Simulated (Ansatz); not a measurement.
Mulliken charges of AlBrH$_{3}$N, SMILES `[NH2][AlH][Br]` from ωB97M-V/def2-TZVPP in Ansatz (PBE0-D4/def2-TZVP geometry).

| atom | x (Å) | y (Å) | z (Å) | charge (e) |
| --- | --- | --- | --- | --- |
| N1 | -0.539 | 0.312 | -0.787 | -0.368 |
| Al2 | 0.365 | -0.088 | 0.665 | 0.487 |
| Br3 | 1.477 | -2.053 | 0.689 | -0.246 |
| H4 | -1.070 | 1.159 | -0.910 | 0.110 |
| H5 | -0.598 | -0.268 | -1.608 | 0.120 |
| H6 | 0.407 | 0.875 | 1.905 | -0.102 |

Question: By hand: the dipole of these point charges (1 e Å = 4.8032 D).

Answer: Σ q r = (-0.218, 0.353, -0.043) e Å, of length 0.417 e Å = 2.00 D.

Question: How does the dipole of the full density compare? (Estimate.)

Answer: Ansatz gave: (-0.273, 0.301, -0.223) e Å, 2.23 D; the point charges give 0.90 times that, at 25° from its direction.

Point charges leave out the atoms' own dipoles, such as those of lone pairs, and Mulliken's split depends on the basis, so the two needn't agree.
